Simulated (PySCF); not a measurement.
## BeSi and its ions

UHF-CCSD(T); Be def2-SVPD, Si def2-SVPD; no relativity (PySCF 2.14). Neutral (UHF): triplet (π ↑↑), Re = 2.183 Å, ωe = 513 cm⁻¹, De = 0.92 eV.

BeSi⁺ (UHF): doublet (π ↑), Re = 2.382 Å, ωe = 386 cm⁻¹, De = 1.48 eV to Be + Si⁺. The energies at the minima are -303.45428 hartree for BeSi and -303.18114 for BeSi⁺.

Question: Work out the adiabatic ionisation energy, without and with harmonic zero-point energies (1 hartree = 27.2114 eV, 1 eV = 8065.5 cm⁻¹), and the change of the bond length.

Answer: At UHF-CCSD(T): 0.27314 hartree = 7.433 eV between the minima; the zero-point term (386.0 − 513.0)/2 cm⁻¹ = -0.008 eV makes it 7.425 eV. Re changes by +19.9 pm against the neutral. The electron leaves a π orbital, and the longer bond of the ion fits a bonding orbital, or a change in how ionic the bond is.

Correlated steps freeze 5 core orbitals. Correlated levels converge slowly with the basis: in double zeta they bind strong bonds too weakly, by up to about 1 eV, and carry superposition errors of some tenths. For an ion De counts to the pair picked by the measured ionisation energies or electron affinities, which need not be the lowest pair at this level. The CCSD T1 diagnostic is raised in BeSi, a sign that a single reference may not be enough there. States were picked by a PBE0 search and need not be the measured ground states.
